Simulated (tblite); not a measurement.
Compound: C₆H₇FO₂.
SMILES with atom numbers: `[O:1]=[C:2]1[CH2:3][C:4](=[O:5])[C@H:6]([CH2:7][F:8])[CH2:9]1` (hydrogens: H10, H11 on C3; H12 on C6; H13, H14 on C7; H15, H16 on C9)

Computed with GFN2-xTB (tblite), gas phase: Langevin dynamics at 200 K from the optimised GFN2-xTB geometry, time step 0.5 fs, friction 0.01 fs⁻¹, 2000 steps.

Start geometry:
```
atom  x, y, z in Å
O1     -1.727   -1.310   -1.897
C2     -1.128   -0.770   -1.011
C3     -1.593    0.440   -0.234
C4     -0.715    0.510    0.983
O5     -0.946    1.076    2.013
C6      0.573   -0.259    0.676
C7      1.654    0.759    0.298
F8      1.291    1.446   -0.834
C9      0.223   -1.206   -0.470
H10    -2.659    0.426   -0.009
H11    -1.397    1.328   -0.844
H12     0.921   -0.778    1.571
H13     1.789    1.500    1.093
H14     2.604    0.264    0.074
H15     0.147   -2.243   -0.140
H16     0.954   -1.175   -1.280
```

The statistics below take the 31 frames saved every 25 fs from 250 to 1000 fs; their kinetic temperature (all 3N coordinates) averages 212 K.

**Question.** Give the mean, spread and extremes of the bond lengths.

**Answer.** 
```csv
bond,start (Å),mean (Å),standard deviation (Å),shortest (Å),longest (Å)
O1=C2,1.198,1.199,0.017,1.172,1.233
C2–C3,1.511,1.516,0.022,1.480,1.566
C3–C4,1.503,1.506,0.026,1.463,1.587
C4=O5,1.198,1.198,0.015,1.171,1.230
C4–C6,1.531,1.532,0.025,1.484,1.579
C6–C7,1.533,1.542,0.033,1.485,1.604
C7–F8,1.372,1.374,0.029,1.319,1.422
C6–C9,1.527,1.527,0.025,1.462,1.582
C2–C9,1.519,1.521,0.026,1.470,1.570
C3–H10,1.089,1.092,0.030,1.038,1.168
C3–H11,1.095,1.099,0.026,1.046,1.164
C6–H12,1.092,1.098,0.026,1.053,1.141
C7–H13,1.094,1.101,0.031,1.057,1.158
C7–H14,1.095,1.094,0.020,1.055,1.142
C9–H15,1.091,1.092,0.017,1.060,1.129
C9–H16,1.091,1.095,0.032,1.027,1.173
```

**Question.** Give the same statistics for bond angles, one of each kind among heavy atoms.

**Answer.** 
```
   angle  start (°)  mean (°)  standard deviation (°)  smallest (°)  largest (°)
O1–C2–C3      126.0     126.2                     2.7         119.2        130.7
O1–C2–C9      125.3     125.2                     2.3         120.9        130.0
C3–C2–C9      108.7     108.4                     2.1         104.0        113.5
C2–C3–C4      105.9     105.8                     2.0         100.9        110.7
C3–C4–O5      127.3     126.9                     2.4         122.1        131.7
C3–C4–C6      107.8     108.1                     1.9         104.4        112.5
O5–C4–C6      124.9     124.8                     2.7         118.3        129.7
C4–C6–C7      108.0     108.2                     3.1         102.4        113.3
C4–C6–C9      105.6     105.6                     1.9         100.5        109.2
C7–C6–C9      112.8     113.1                     3.0         106.3        118.2
C6–C7–F8      110.4     110.4                     2.9         106.2        117.8
C2–C9–C6      107.1     106.8                     2.2         101.2        110.0
```

**Question.** How far does each atom move about its mean position (frames aligned on the start, all atoms weighted alike), and what rms force does it feel?

**Answer.** 
| atom | rms displacement (Å) | rms force (eV/Å) |
| --- | --- | --- |
| O1 | 0.35 | 1.45 |
| C2 | 0.14 | 1.57 |
| C3 | 0.06 | 1.56 |
| C4 | 0.08 | 1.52 |
| O5 | 0.17 | 1.22 |
| C6 | 0.06 | 1.70 |
| C7 | 0.09 | 1.66 |
| F8 | 0.21 | 0.99 |
| C9 | 0.09 | 1.55 |
| H10 | 0.16 | 0.98 |
| H11 | 0.18 | 0.82 |
| H12 | 0.13 | 0.89 |
| H13 | 0.19 | 0.99 |
| H14 | 0.18 | 0.65 |
| H15 | 0.24 | 0.70 |
| H16 | 0.25 | 1.09 |

The displacements run from 0.06 to 0.35 Å, the largest at O1.

**Question.** Follow the torsion C4–C6–C7–F8 through every second one of these frames.

**Answer.** 
| t (fs) | C4–C6–C7–F8 (°) |
| --- | --- |
| 250 | -59 |
| 300 | -66 |
| 350 | -48 |
| 400 | -62 |
| 450 | -47 |
| 500 | -53 |
| 550 | -55 |
| 600 | -49 |
| 650 | -62 |
| 700 | -62 |
| 750 | -74 |
| 800 | -71 |
| 850 | -63 |
| 900 | -65 |
| 950 | -59 |
| 1000 | -59 |

Largest departure from the start value over all these frames: C4–C6–C7–F8 16° (start -62°).

**Question.** How widely does the potential energy scatter, against a harmonic estimate?

**Answer.** Mean 0.36 eV above the start, standard deviation 0.078 eV, range 0.22 to 0.56 eV. For 42 classical harmonic modes at 200 K the canonical values are 42kT/2 = 0.36 eV and kT·√(42/2) = 0.079 eV.

The run is classical and short, so these are rough statistics of one trajectory.

What follows is the cost of the whole dynamics run. The run took 11 s of wall time on Arm Neoverse V1, one thread, no GPU, on a shared host, and the process peaked at 0.18 GiB of memory.
